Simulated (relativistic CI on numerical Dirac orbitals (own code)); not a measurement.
**Au34+: q coefficients and field-shift factors**

Computed by Dirac-Coulomb-Breit CI, orbitals from a KLI potential per configuration, derivatives by finite differences, unscaled Slater integrals, QED left out (own radial code, finite nucleus).

Configuration list (outside the closed core [Ar] 3d10): 4s²4p⁶4d⁹, 4s²4p⁶4d⁸4f, 4s²4p⁵4d¹⁰, 4s4p⁶4d¹⁰, 4s²4p⁵4d⁹4f, 4s4p⁶4d⁹4f, 4s²4p⁶4d⁸5s, 4s²4p⁴4d¹⁰4f. Levels of other configurations are missing.

With x = (α/α₀)² − 1 an excitation energy changes as ω = ω₀ + qx; K = 2q/ω₀ is the relative enhancement. Terms are leading LS components, so labels can repeat. The field-shift factor is F = δν/δ⟨r²⟩ for the transition from the lowest level.

Lowest level 4s²4p⁶4d⁹ ²D5/2.

```
              Level  ω₀ (cm⁻¹)  q (cm⁻¹)        K  F (GHz/fm²)
    4s²4p⁶4d⁹ ²D3/2     192516    195800     2.03         6.76
  4s²4p⁵4d¹⁰ ²P°3/2    1682505    202800    0.241         20.9
 4s²4p⁶4d⁸4f ⁴F°5/2    1737053      4127  0.00475         29.4
 4s²4p⁶4d⁸4f ⁴F°7/2    1747556     12700   0.0145         29.9
 4s²4p⁶4d⁸4f ⁴D°3/2    1759798     27120   0.0308         29.1
 4s²4p⁶4d⁸4f ²F°5/2    1774479     14890   0.0168         29.8
 4s²4p⁶4d⁸4f ⁴F°9/2    1775589     19100   0.0215         30.5
4s²4p⁶4d⁸4f ²I°13/2    1777272      1628  0.00183           30
4s²4p⁶4d⁸4f ⁴H°11/2    1792266      9217   0.0103         30.1
 4s²4p⁶4d⁸4f ⁴D°7/2    1802824     21370   0.0237         29.9
 4s²4p⁶4d⁸4f ²P°1/2    1806387     51600   0.0571         31.6
4s²4p⁶4d⁸4f ⁴I°15/2    1806479     45860   0.0508         32.1
 4s²4p⁶4d⁸4f ²D°3/2    1809982     18170   0.0201         30.4
```

At this charge energies of transitions that change n are usually good to better than 1 %, and those within a shell (Δn = 0) to a few per cent.
